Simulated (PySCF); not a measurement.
HP2, SMILES P#[PH+], charge +1.

Coordinates come from a TPSSh-D3(BJ)/def2-TZVPD optimisation. The isomer is the one that the SMILES or the coordinates give; other isomers of the formula were not compared.

Two levels are set side by side: TDA-PBE/def2-TZVPD (PySCF) and EOM-CCSD/aug-cc-pVDZ (PySCF). Vertical, same geometry; the bases differ. Differences are taken from unrounded values.

```json
[
 {"quantity": "lowest singlet excitation (eV)", "EOM-CCSD": "4.29", "TDA-PBE": "3.81", "TDA-PBE minus EOM-CCSD": "-0.48"},
 {"quantity": "lowest triplet excitation (TDA for PBE) (eV)", "EOM-CCSD": "2.65", "TDA-PBE": "2.70", "TDA-PBE minus EOM-CCSD": "0.06"}
]
```

Functionals without exact exchange tend to place singlet excitations lower, as here. Differences between two approximate levels are no errors against the true value.

Rough cost on one machine, each run with all the roots and properties that it gave: EOM-CCSD against TDA-PBE within a factor of 2.
